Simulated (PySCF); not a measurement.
Compound: CH10Ge2OSi.
SMILES with atom numbers: `[GeH3:1][CH2:2][SiH2:3][O:4][GeH3:5]` (hydrogens: H6, H7, H8 on Ge1; H9, H10 on C2; H11, H12 on Si3; H13, H14, H15 on Ge5)

Method used: core-valence-separated Tamm–Dancoff BHandHLYP/aug-pcX-1 (pcseg-1 on H, def2-SVPD on Ge, def2-SVPD on Si) in PySCF, non-relativistic, gas phase, PBE0-D3(BJ)/def2-SVP geometry.

Computed oxygen K-edge spectrum, Gaussian lines of 0.5 eV full width, highest printed point 100; it ends one width below the last computed root. Absolute energies from this functional tend to lie a few eV below measured edges; no shift was applied.

```tsv
photon energy (eV)	absorption
530.7	0
530.8	1
530.9	3
531.0	9
531.1	19
531.2	32
531.3	44
531.4	49
531.5	43
531.6	30
531.7	17
531.8	8
531.9	3
532.0	1
532.1	0
532.2	0
532.3	0
532.4	0
532.5	2
532.6	5
532.7	15
532.8	33
532.9	59
533.0	86
533.1	100
533.2	95
533.3	73
533.4	51
533.5	39
533.6	42
533.7	56
533.8	69
533.9	71
534.0	60
534.1	42
534.2	24
534.3	13
```

Question: Assign the maxima to core holes.

Answer: 3 maxima:
- 531.4 eV: O4 (oxygen bonded to Ge and Si), 531.39 eV, f = 0.015, 100 % of the height at the exact maximum
- 533.1 eV: O4 (oxygen bonded to Ge and Si), 533.10 eV, f = 0.020, 64 % of the height at the exact maximum; O4 (oxygen bonded to Ge and Si), 533.16 eV, f = 0.012, 36 % of the height at the exact maximum
- 533.9 eV: O4 (oxygen bonded to Ge and Si), 533.90 eV, f = 0.016, 71 % of the height at the exact maximum; O4 (oxygen bonded to Ge and Si), 533.79 eV, f = 0.007, 28 % of the height at the exact maximum

Roots within 0.03 eV on the same or equivalent atoms count as one line; shares under 12 % aren't listed.

Vibrational structure and lifetime widths aren't in the curve. The ionisation threshold wasn't computed; near and above it a finite basis only mimics Rydberg series and continuum. Relativistic effects, spin–orbit coupling among them, are left out although an element past zinc is present.

Shape of the structure used: `[GeH3:1][CH2:2][SiH2:3][O:4][GeH3:5]`: Ge1–C2–Si3–O4 -179°, C2–Si3–O4–Ge5 175°.

One conformer stands for the species.
